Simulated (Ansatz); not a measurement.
Basis-set series for H2OSeZn, SMILES `[OH][Zn][SeH]`. The species carries charge 0 and has multiplicity 1. The structure was optimised at the PBE0-D4/def2-TZVP level. It is one conformer, not always the lowest.

```
atom   x (Å)   y (Å)   z (Å)
  O1  -0.296   1.716  -0.813
 Zn2   0.237   0.229  -0.002
 Se3   0.949  -1.593   1.154
  H4  -0.449   1.643  -1.756
  H5  -0.441  -1.995   1.417
```

| functional | basis | functions | energy (Eh) | HOMO (eV) | LUMO (eV) |
| --- | --- | --- | --- | --- | --- |
| PBE0-D4 | def2-TZVPP | 171 | -4256.85765 | -7.17 | -1.08 |
| PBE0-D4 | def2-QZVPP | 306 | -4256.95831 | -7.18 | -1.18 |
| ωB97M-V | def2-TZVPP | 171 | -4257.21217 | -9.32 | 0.53 |
| ωB97M-V | def2-QZVPP | 306 | -4257.30960 | -9.33 | 0.19 |

Question: Give the rows for def2-SVP. (Estimate.)

Answer: Ansatz gave: 
```csv
functional,basis,functions,energy (Eh),HOMO (eV),LUMO (eV)
PBE0-D4,def2-SVP,87,-4256.20242,-6.90,-0.81
ωB97M-V,def2-SVP,87,-4256.55570,-9.02,0.70
```

Positive LUMOs are unbound and depend on the basis. Scalar relativity is left out up to krypton.
